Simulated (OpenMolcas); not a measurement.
**Mn3+: moving or changing the point charges**

Mn3+ among 5 point charges of -2 e arranged as a trigonal bipyramid (D3h), 1.86 Å from the ion, with the axial distance 1.600 Å.
```
   1.8600    0.0000    0.0000  -2.00
  -0.9300    1.6108    0.0000  -2.00
  -0.9300   -1.6108    0.0000  -2.00
   0.0000    0.0000    1.5996  -2.00
   0.0000    0.0000   -1.5996  -2.00
```

```
Program             : OpenMolcas 26.06
Method              : SS-CASPT2, IPEA 0.25 Eh, imaginary shift 0.1 Eh (closed shells correlated: 3s 3p)
Basis               : ANO-RCC-VDZP [5s4p2d1f]
Scalar Hamiltonian  : DKH2, point nucleus
Active space        : 4 electrons in 5 orbitals (3d)
State averaging     : 2S+1 = 5 even, 5 roots; 2S+1 = 3 even, 45 roots; 2S+1 = 1 even, 50 roots
Spin-orbit coupling : state interaction with AMFI integrals over the reference wave functions
```

Runs around this geometry, states (labels of D3, the rotations of D3h). Energies in cm-1 above the lowest state or level, χT in cm3 K/mol.

| R (Å) | q (e) | Axial / equatorial distance | Ground state | First state of that spin | First gap with spin-orbit (degeneracies) | χT at 300 K | First state of another spin |
| --- | --- | --- | --- | --- | --- | --- | --- |
| 1.86 | -1 | 0.86 | 5A1 | 5E 5120 | 8 (1, 2) | 2.833 | 3E 23410 |
| 1.86 | -2 | 0.86 | 5A1 | 5E 9430 | 5 (1, 2) | 2.913 | 3E 22890 |
| 1.94 | -2 | 0.86 | 5A1 | 5E 8020 | 6 (1, 2) | 2.896 | 3E 23120 |
| 1.86 | -2 | 0.93 | 5A1 | 5E 7350 | 6 (1, 2) | 2.886 | 3E 23090 |

Taking the first state of the same spin as R^-n, n = -ln(8020 / 9430) / ln(1.94 / 1.86) = 3.8 between the shortest and longest distance.

Scaling the charges by -1 / -2 = 0.50 scales the first state of the same spin by 5120 / 9430 = 0.54; with fixed orbitals a first-order splitting would follow the charge.

Roots that are degenerate in the reference are averaged as groups; the widest CASPT2 spread within a group is 180 cm-1 (the 2-fold group of multiplicity 5 near 15000 cm-1 above the lowest state of its run, R = 1.86, q = -2, ratio = 0.86). Shifts and gaps below about the spread of the groups concerned are not significant. Free-ion shares, where given, are those of the reference states; single-state CASPT2 does not remix them. This is an electrostatic model: the charges have no orbitals. No measured value stands beside these numbers.
